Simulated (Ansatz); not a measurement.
Breaking the N3–H4 bond in GeH3N (SMILES [NH2][GeH]) (multiplicity 1 held, fragments rigid). Energies count from the point at 1.008 Å.
Geometry at that point (charge 0, multiplicity 1):
```xyz
5

Ge    -0.142     0.240     0.312
H     -0.500     1.346    -0.797
N      0.516    -0.921    -0.939
H      0.559    -0.754    -1.932
H      0.885    -1.825    -0.685
```

Restricted levels (R-, RO-) in cc, def2 and unpolarised 6-31G sets keep to the state of the molecule at rest. Active spaces are followed from a long bond inwards. Levels need not reach the same state.

Frozen-core correlation. Filled d and f shells under p-block atoms count as core.

The values were computed with Ansatz (Gaussian basis) for Hartree–Fock, density functionals and correlated methods. Each number belongs to the level named beside it.

Task: What is the computed energy at R = 3.227 Å (FIC-MRCISD+Q on CASSCF(2,2)/cc-pVDZ)?

Result: 110.8 kcal/mol

Task: What energy at R = 3.227 Å does R-HF/cc-pVDZ give?

Result: 201.6 kcal/mol

Task: Estimate the energy at R = 3.227 Å that FIC-MRCISD on CASSCF(2,2)/cc-pVDZ returns for this input.

Result: 114.1 kcal/mol

Doubts at one or more of the structures used: a restricted determinant that unrestricted orbitals would lower (R-HF/cc-pVDZ).

Ansatz is an electronic-structure program.
